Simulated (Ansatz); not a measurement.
AlO-, closed-shell singlet (lowest of 2S+1 = 1, 3, 5 at CCSD(T)/def2-TZVPP on PBE0 minima; our sources give no spin for the ground state, which may be another), most abundant isotopes (15.9949 and 26.9815 u). Constants from fifth-degree fits in 1/R to seven points on the lowest solution found; no spin–orbit coupling, no relativity up to Kr; ω_e x_e and α_e move by some per cent with the fit.

Frozen-core correlation. CBS(a, b) extrapolates the correlation energy as X⁻³ and adds the Hartree–Fock energy of set b.

Codes used: Ansatz (Gaussian basis) for Hartree–Fock, density functionals and correlated methods. Each number belongs to the level named beside it.

```csv
level,r_e (Å),ω_e (cm⁻¹),ω_e x_e (cm⁻¹),α_e (cm⁻¹)
PBE/def2-TZVPP,1.6573,929.9,4.96,0.00488
"CCSD(T)/CBS(aug-cc-pV(Q+d)Z, aug-cc-pV(5+d)Z)",1.6461,965.3,5.13,0.00482
```

Question: Derive the rotational constants, the centrifugal constant, the fundamental, the zero-point energy and the force constant.

Answer: 
μ = 10.04195 u.
- PBE/def2-TZVPP: B_e = 16.8576/(μ r_e²) = 0.61120 cm⁻¹; B₀ = B_e − α_e/2 = 0.60876 cm⁻¹; D = 4B_e³/ω_e² = 1.06e-06 cm⁻¹; fundamental ω_e − 2ω_e x_e = 920 cm⁻¹; zero-point energy ω_e/2 − ω_e x_e/4 = 464 cm⁻¹; k = μ(2πcω_e)² = 512 N/m; the line J = 1 ← 0 at 2B₀ = 36.50 GHz
- CCSD(T)/CBS(aug-cc-pV(Q+d)Z, aug-cc-pV(5+d)Z): B_e = 16.8576/(μ r_e²) = 0.61952 cm⁻¹; B₀ = B_e − α_e/2 = 0.61711 cm⁻¹; D = 4B_e³/ω_e² = 1.02e-06 cm⁻¹; fundamental ω_e − 2ω_e x_e = 955 cm⁻¹; zero-point energy ω_e/2 − ω_e x_e/4 = 481 cm⁻¹; k = μ(2πcω_e)² = 551 N/m; the line J = 1 ← 0 at 2B₀ = 37.00 GHz

Ansatz is a program for electronic structure.
